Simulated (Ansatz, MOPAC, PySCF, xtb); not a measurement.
BH3 (SMILES B) and CH4O (SMILES CO) are pulled apart as rigid monomers along the line of their centres of mass, from the B3LYP-D3(BJ)/def2-TZVP minimum. Starting geometry (charge 0, multiplicity 1):
```
atom    x (Å)    y (Å)   z (Å)
----  -------  -------  ------
B      0.0314  -0.0098  0.7831
H     -0.3262   1.1245  0.6106
H     -0.6037  -0.8514  0.2043
H      1.2284  -0.1728  0.7716
C      0.2917   0.5197  3.3531
O     -0.3957  -0.2912  2.3757
H     -0.0646   0.2545  4.3471
H      0.0334   1.5476  3.1189
H      1.3688   0.3799  3.2651
H     -0.2545  -1.2285  2.5583
```

Interaction energies with rigid monomers; basis-set methods are counterpoise corrected unless marked otherwise.

Correlated levels freeze the cores. Rows in 6-31G* carry no dispersion term and start afresh at each structure (6-31G* with six Cartesian d functions). MP2/6-31G* freezes PySCF's default core. The state that AM1 reach isn't checked.

Programs: Ansatz (an electronic-structure program); MOPAC for AM1 (differences of heats of formation); PySCF for 6-31G* rows; xtb for the GFN methods. 

```tsv
B1···O6 (Å)	AM1 (kcal/mol)	GFN2-xTB (kcal/mol)	B3LYP/def2-TZVPPD (kcal/mol)	MP2/6-31G* (kcal/mol)	CCSD(T)/aug-cc-pVDZ (kcal/mol)
1.51	-23.04	-19.47	-22.47	-20.99	-19.15
1.67	…	-22.24	-26.51	-26.46	-25.12
1.91	-21.44	-18.31	-22.77	-23.48	-22.78
2.32	-5.29	-8.50	-13.06	-14.00	…
2.98	-0.82	-1.94	-4.56	-5.21	-5.12
```

Question: Fill in the missing entries.

Answer: 
- 2.32, CCSD(T)/aug-cc-pVDZ (kcal/mol): -13.53
- 1.67, AM1 (kcal/mol): -27.14
